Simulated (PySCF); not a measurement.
Species: C2H12N2Si3.
SMILES: `C=N[SiH2]N[SiH2]C[SiH3]`

Method used: TDDFT CAM-B3LYP/def2-SVPD, vertical, gas phase, core orbitals frozen in the response (PySCF). One conformer (not necessarily the lowest) at the GFN2-xTB geometry, without solvent, vibrations or thermal averaging. Torsions of this conformer, `[CH2:1]=[N:2][SiH2:3][NH:4][SiH2:5][CH2:6][SiH3:7]`: C1–N2–Si3–N4 132°, N2–Si3–N4–Si5 172°, Si3–N4–Si5–C6 -58°, N4–Si5–C6–Si7 -55°.

Task: List the vertical singlet excitations with oscillator strengths and describe the spectrum.

Result: 

```csv
state,E (eV),E (kJ/mol),λ (nm),f,|μ| (D),"main configurations (H = HOMO, L = LUMO)"
S1,4.08,393,304.2,0.0003,0.14,"H→L (82%), H-1→L (13%)"
S2,6.09,588,203.5,0.0029,0.35,"H-1→L (67%), H-1→L+1 (11%), H→L (10%)"
S3,6.50,627,190.9,0.036,1.20,"H→L+1 (44%), H→L+2 (39%)"
S4,6.56,633,189.0,0.014,0.75,"H-1→L+1 (56%), H-1→L (12%)"
S5,6.96,671,178.2,0.0020,0.27,"H-1→L+3 (30%), H→L+3 (16%), H-1→L+2 (13%)"
S6,7.16,691,173.2,0.048,1.33,"H→L+1 (27%), H→L+2 (16%), H-1→L+3 (14%)"
S7,7.30,704,169.8,0.072,1.61,"H-1→L+2 (42%), H-1→L+3 (16%), H→L+3 (12%)"
S8,7.47,720,166.1,0.017,0.78,"H→L+6 (26%), H→L+4 (17%), H→L+5 (14%)"
```

Triplets, Tamm–Dancoff:

| state | E (eV) | λ (nm) | main configurations (H = HOMO, L = LUMO) |
| --- | --- | --- | --- |
| T1 | 3.46 | 358.3 | H→L (80%), H-1→L (13%) |
| T2 | 5.16 | 240.1 | H-4→L (51%), H-6→L (12%) |
| T3 | 5.88 | 210.8 | H-1→L (48%), H-1→L+1 (21%), H→L (8%) |

The lowest singlet comes at 304 nm (393 kJ/mol) in the ultraviolet; it is dark (f under 0.0005); its leading configuration is HOMO→LUMO (82%). The most intense listed level is S7 at 7.30 eV (170 nm, f = 0.072), 3.23 eV above S1. Löwdin shares by element: HOMO nitrogen 59%, carbon 14% or more, silicon 7% or more (atoms not listed hold the other 20%); LUMO carbon 39% or more, nitrogen 32% or more, hydrogen 14% or more (atoms not listed hold the other 15%). Of the 8 states listed, 5 reach f = 0.01 and 1 stays under 0.0005. Weighted by f, the mean energy of these states is 7.05 eV. The listed states span 3.39 eV, and the widest gap between neighbours is 2.02 eV (S1 to S2). Singlets were solved by full linear response, triplets in the Tamm–Dancoff approximation.
